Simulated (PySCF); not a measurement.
Ionisation energy of Se by level of theory

Se [Ar] 3d10 4s2 4p4 (3P) → Se⁺ [Ar] 3d10 4s2 4p3 (4S), as a difference of total energies. All numbers are calculated (PySCF 2.14, the spin-free X2C one-electron Hamiltonian (Gaussian nucleus), in cc-pVDZ-DK). Correlated levels: valence: [Ar] 3d10 frozen. The calculations carry no spin-orbit coupling.

```json
{"method": "UHF", "ionisation energy (eV)": "8.504", "error (eV)": "-1.131"}
{"method": "M06-2X", "ionisation energy (eV)": "9.558", "error (eV)": "-0.077"}
{"method": "r2SCAN", "ionisation energy (eV)": "9.647", "error (eV)": "+0.012"}
{"method": "MP2 (valence)", "ionisation energy (eV)": "8.907", "error (eV)": "-0.728"}
{"method": "SCS-MP2 (valence)", "ionisation energy (eV)": "8.927", "error (eV)": "-0.708"}
{"method": "CCSD (valence)", "ionisation energy (eV)": "8.927", "error (eV)": "-0.708"}
{"method": "CCSD(T) (valence)", "ionisation energy (eV)": "8.933", "error (eV)": "-0.702"}
```

Reference: 9.635 eV (measured; NIST levels, between the centres of gravity of the two terms).

Errors of the correlated levels include the incompleteness of this basis and the frozen core.
